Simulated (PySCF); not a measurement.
SMILES C=Cc1ccccc1N (C8H9N) at its GFN2-xTB optimised geometry (Å):

```
18

C     -2.2988    -1.9375    -0.4904
C     -1.1070    -1.7302     0.0546
C     -0.3628    -0.4734     0.0000
C     -1.0292     0.7487    -0.0210
C     -0.3435     1.9477    -0.0284
C      1.0420     1.9418    -0.0112
C      1.7262     0.7434     0.0000
C      1.0455    -0.4734     0.0000
N      1.7627    -1.6549     0.0450
H     -2.8074    -2.8820    -0.3963
H     -2.8077    -1.1780    -1.0597
H     -0.6286    -2.5349     0.6004
H     -2.1089     0.7507    -0.0052
H     -0.8843     2.8820    -0.0384
H      1.5906     2.8722    -0.0109
H      2.8077     0.7357     0.0065
H      2.7393    -1.5756    -0.1902
H      1.3140    -2.4707    -0.3369
```

Method: PBE/def2-SVP run with PySCF.

Map of the Laplacian of the electron density (e/bohr⁵) on the plane z = 1.0 Å:

```
|                         |
|                         |
|                         |
|                         |
|          .    .         |
|         .::..:::.       |
|         :-=====-.       |
|         :===+===.       |
|        .-+=++=++:.      |
|       .-=++=-+*+=:.     |
|      .:====-:-+===:     |
|       :-=++-:=+==-.     |
|       .:=+++++++-:      |
|        .-==+*===:.      |
|        :=++++++*-.      |
|       .-=**=-=%@#-.     |
|      .:=+**-.-#%%=.     |
|      .:=+*#-..+#*-.     |
|       .-*=+-..:-:.      |
|        .-++.            |
|          ..             |
|                         |
|                         |
|                         |
|                         |
```
Scale: ten equal steps from 0.000 (start of ' ') to 0.152 (end of '@'), in the order ' .:-=+*#%@'; x runs from -5.00 to 5.00, y from -5.00 (bottom) to 5.00 (top).
